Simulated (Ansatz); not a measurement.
C2Cl2N2Sn, SMILES `N#[C][Sn]([Cl])([Cl])[C]#N` at its PBE0-D4/def2-TZVP geometry, where that method's forces vanish. The species carries charge 0 and has multiplicity 1. Sn takes the def2 core potential.

| atom | x (Å) | y (Å) | z (Å) |
| --- | --- | --- | --- |
| N1 | 1.7667 | 1.9135 | -1.4243 |
| C2 | 1.2159 | 1.1095 | -0.8117 |
| Sn3 | 0.2237 | -0.3497 | 0.2948 |
| Cl4 | 0.7054 | -0.0750 | 2.5051 |
| Cl5 | 0.8817 | -2.4115 | -0.4187 |
| C6 | -1.8291 | -0.1467 | 0.0075 |
| N7 | -2.9642 | -0.0402 | -0.1526 |

(1) For each bond, give half the difference of the two atoms' forces along it (eV/Å; positive pushes the atoms apart) under PBE-D4, r2SCAN-D4, B3LYP-D4, ωB97M-V in def2-TZVPP. (Best estimate.)

## Answers

(1) Ansatz gave: 
| bond | length (Å) | PBE-D4 | r2SCAN-D4 | B3LYP-D4 | ωB97M-V |
| --- | --- | --- | --- | --- | --- |
| N1–C2 | 1.151 | 1.45 | 0.54 | -0.03 | -0.23 |
| C2–Sn3 | 2.083 | -0.70 | -0.26 | 0.02 | 0.11 |
| Sn3–Cl4 | 2.279 | 0.25 | 0.07 | 0.22 | -0.03 |
| Sn3–Cl5 | 2.279 | 0.26 | 0.07 | 0.23 | -0.03 |
| Sn3–C6 | 2.083 | -0.70 | -0.26 | 0.02 | 0.11 |
| C6–N7 | 1.151 | 1.45 | 0.54 | -0.03 | -0.23 |

B3LYP here is the variant with VWN-RPA as its local correlation; programs differ in this.
